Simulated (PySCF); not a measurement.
GaF, SMILES [F][Ga] (connectivity only; charge and spin as stated), neutral, multiplicity 1.

Geometry: B3LYP-D3(BJ)/def2-TZVPD.

Computed with B3LYP/def2-TZVPD in PySCF.

Isolated molecule, no solvent.

Computed frontier levels, gap, dipole moment and polarisability:
| Property | Value |
|---|---|
| highest occupied level | -7.79 eV |
| lowest empty level | -1.72 eV |
| orbital gap | 6.07 eV |
| dipole moment | 2.50 D |
| quadrupole, principal values (traceless, Buckingham form, about the centre of nuclear charge) | -6.83, 3.42, 3.42 D·Å |
| mean static polarisability | 33.1 bohr³ (4.91 Å³) |
| polarisability, principal values | 31.9, 31.9, 35.6 bohr³ |
